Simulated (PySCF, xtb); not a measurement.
Ti(OH)3(SH) (H₄O₃STi), SMILES [OH][Ti]([OH])([OH])[SH], multiplicity 1.

GFN2-xTB (xtb) at its own geometry gives an orbital gap of 2.93 eV and a dipole moment of 5.60 D.

Geometry: B3LYP-D3(BJ)/def2-SVP. The spin state was assumed, not searched. The structure was generated by enumeration; whether it is a known compound was not checked. The values are those of a single conformer.

Q: What does PBE/def2-TZVP in PySCF give? (The exact figures need the calculation; the answer reports its results.)

A: gap 3.26 eV (levels -6.02 and -2.76 eV), dipole 1.82 D.
